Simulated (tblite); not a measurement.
Compound: CH₆F₃P₃Si₂.
InChI=1S/CH6F3P3Si2/c2-1(3,4)5-6(8)7(5)9/h8-9H3

Method: GFN2-xTB as coded in tblite; computed harmonic values from a numerical Hessian at the method's own geometry, unscaled. Errors from tens to a few hundred cm⁻¹ against measured bands are possible. Modes of hydrogen on silicon can be 10 to 20 % off.

Harmonic wavenumbers (cm⁻¹): 31.6, 43.8, 74.0, 79.6, 93.3, 108.5, 135.1, 148.7, 164.2, 249.7, 254.3, 378.9, 394.9, 422.9, 441.3, 454.3, 472.5, 479.8, 491.9, 503.8, 526.9, 532.5, 608.4, 666.4, 717.0, 720.9, 730.8, 749.4, 761.5, 776.0, 1027.1, 1054.7, 1068.1, 2220.8, 2236.4, 2239.4, 2244.0, 2258.7, 2271.4.

A = 1002, B = 612.0, C = 453.6 MHz; mass 223.917 u (most abundant isotopes); point group C1, symmetry number 1.

**Question.** What is the zero-point energy?

**Answer.** ½Σν̃ = 14417 cm⁻¹ = 41.22 kcal/mol.

**Question.** Give the ideal-gas entropy at 298.15 K and 1 bar in the rigid-rotor, harmonic-oscillator model (classical rotation).

**Answer.** Translation 42.15, rotation 31.43, vibration 48.17: S = 121.7 cal/(mol K).

**Question.** And Cp and H(298.15 K) − H(0)?

**Answer.** Cp = 51.02 cal/(mol K), of which vibrations give 43.07 (their classical limit is 39 R = 77.5); H(298.15 K) − H(0) = 9.53 kcal/mol without the zero-point energy, 7.16 from vibrations.

**Question.** Which modes carry the vibrational entropy at 298.15 K?

**Answer.** 31.6 cm⁻¹: 5.73; 43.8 cm⁻¹: 5.08; 74.0 cm⁻¹: 4.04; 79.6 cm⁻¹: 3.90; 93.3 cm⁻¹: 3.59; 108.5 cm⁻¹: 3.30 cal/(mol K); the other 33 give 22.53 together.

**Question.** How do the functions run with temperature in this model?

**Answer.** 
```csv
T (K),S (cal/(mol K)),Cp (cal/(mol K)),H − H(0) (kcal/mol),G − H(0) (kcal/mol),ln q(vib)
100,81.2,25.8,1.72,-6.40,3.56
200,103.5,40.1,5.02,-15.69,8.04
300,122.1,51.2,9.63,-26.99,12.23
500,151.4,63.4,21.23,-54.49,19.75
800,183.4,72.2,41.72,-104.98,29.06
1000,199.9,75.6,56.52,-143.35,34.27
```

q(vib) and H(0) count from the zero-point level.

**Question.** Blend soft modes into free rotors: weight 1/[1 + (100 cm⁻¹/ν̃)⁴] for the oscillator and the rest for a rotor with moment μB/(μ + B), μ = h/(8π²ν), B = 10⁻⁴⁴ kg m². What vibrational entropy results?

**Answer.** 43.13 cal/(mol K) in place of 48.17, which changes −T·S at 298.15 K by +1.50 kcal/mol.

**Question.** What must be added to the electronic energy to get the Gibbs energy at 298.15 K and 1 bar?

**Answer.** ZPE + [H(298.15 K) − H(0)] − T·S = 41.22 + 9.53 − 36.30 = 14.45 kcal/mol.

Hindered rotation and anharmonicity are outside this model. The structure is chiral; the term R ln 2 for an equal mix with its mirror image is left out.

The run took 0.75 s of wall time on Arm Neoverse V2, one thread, no GPU, shared host. This covers the Hessian and the dipole derivatives.

Shape of the structure used: `[F:1][C:2]([F:3])([F:4])[p:5]1[p:6]([SiH3:7])[p:8]1[SiH3:9]`: F1–C2–P5–P6 70°.
